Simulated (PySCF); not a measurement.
## H2TeS at several levels of theory

All levels use the PBE0 minimum (singlet; Te–H 1.692 Å (×2), Te–S 2.244 Å; H–Te–H 86.5°, H–Te–S 104.9° (×2)), basis [Te def2-TZVP with ECP28, S def2-TZVP, H def2-TZVP], scalar-relativistic core potentials, density fitting, no spin–orbit coupling, PySCF. For vertical energies the ionised species is a doublet (spins chosen at PBE0 and kept) and the electron-attached one a doublet. Atomisation goes to high-spin ground-configuration atoms, without zero-point energy. Open shells are unrestricted, also as the reference of the correlated levels. A dash marks a value that was not computed or is not defined at that level.

| level | atomisation (kJ/mol) | vertical IP (eV) | vertical EA (eV) | −ε(HOMO) (eV) | gap (eV) | dipole (D) |
| --- | --- | --- | --- | --- | --- | --- |
| PBE0 | 765 | 8.50 | -0.47 | 6.39 | 4.99 | 4.13 |
| HF | 405 | 7.38 | -1.02 | 8.93 | 10.54 | 4.61 |
| MP2 | 705 | 8.55 | -0.78 | – | – | – |
| PBE | 800 | 8.51 | -0.55 | 5.28 | 3.14 | 3.86 |

Without diffuse functions attachment energies tend to come out too low.
